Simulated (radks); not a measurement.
Values are calculated unless marked as measured or tabulated.
All-electron atom: Ni XXI in [He] 2s2 2p4. Code: a radial shooting solver on a logarithmic mesh with Libxc functionals. Model: Dirac Kohn-Sham, PBE, spin-unpolarised, spherical densities, finite nucleus; open shells fill j = l - 1/2 first; Fermi nuclear charge, rms radius 3.7757 fm.

Radial electron density D(r) = 4 pi r^2 rho(r):

```
   r/bohr * D(r) (the largest magnitude, 33.3, reaches the edge; | marks zero)
 0.003444 |  *
 0.003852 |   *
 0.004309 |    *
 0.004819 |     *
 0.005348 |      *
 0.005981 |        *
  0.00669 |         *
 0.007423 |           *
 0.008303 |             *
 0.009287 |                *
  0.01039 |                   *
  0.01153 |                      *
  0.01289 |                         *
  0.01442 |                             *
  0.01613 |                                 *
   0.0179 |                                     *
  0.02002 |                                         *
  0.02239 |                                             *
  0.02504 |                                                *
  0.02779 |                                                   *
  0.03108 |                                                     *
  0.03477 |                                                      *
  0.03858 |                                                      *
  0.04315 |                                                     *
  0.04826 |                                                  *
  0.05398 |                                               *
   0.0599 |                                            *
    0.067 |                                        *
  0.07494 |                                     *
  0.08382 |                                   *
    0.093 |                                  *
    0.104 |                                   *
   0.1164 |                                     *
   0.1291 |                                        *
   0.1444 |                                           *
   0.1615 |                                             *
   0.1807 |                                             *
   0.2005 |                                           *
   0.2242 |                                      *
   0.2508 |                                *
   0.2805 |                         *
   0.3113 |                  *
   0.3482 |           *
   0.3894 |      *
   0.4356 |   *
   0.4833 | *
   0.5406 |*
   0.6046 *
   0.6709 *
   0.7504 *
   0.8394 *
   0.9388 *
```

D(r) has 2 maxima, at r = 0.0365, 0.172 bohr, and minima at 0.0930 bohr, inside which lie 2.24 electrons.
